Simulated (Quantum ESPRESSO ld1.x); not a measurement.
The numbers below are computed, except where a source is named.
One sound ld1.x (Quantum ESPRESSO 7.5) input for the silicon ion Si3+ gives E = -286.6851 hartree in 17 iterations:

```
 &input
    zed=14.0,
    iswitch=1,
    rel=1,
    dft='PZ',
    config='[Ne] 3s1',
    verbosity='high',
    prefix='ld1',
    max_out_wfc=37,
    file_charge='ld1.rho',
 /
```

Changed or added lines, one case at a time, and what came of them:

- dx=0.003: refused. The program stops in do_mesh with "ndmx is too small": the mesh holds 3500 points at most, so dx, xmin and rmax must fit that.
- tr2=1e-2: inaccurate. The cycle stops early, after 5 iterations, and the energy is off by -0.007171 hartree against the sound run.
- dft='HF': refused. The program stops in ld1_setup with "HF not implemented yet": ld1.x has no Hartree-Fock; KLI and OEP are its exact-exchange options.
- config='[Ne] 3s1 4s4': refused. The program stops in el_config with "wrong occupancy:4": an s shell holds at most 2 electrons.
- config='[Ne] 3s1 3s1': refused. The program stops in el_config with "wavefunction 3S found too many times": a shell may stand twice only as spin up and down (lsd = 1) or as its two j (rel = 2, l > 0), within their capacities.
- atom='Si': harmless. atom and zed name the same element, and the result equals that of the sound run.
- rel=2 lsd=1: refused. The program stops in ld1_readin with "local spin density and spin-orbit not allowed": spin polarisation goes with rel = 0 or 1 alone.
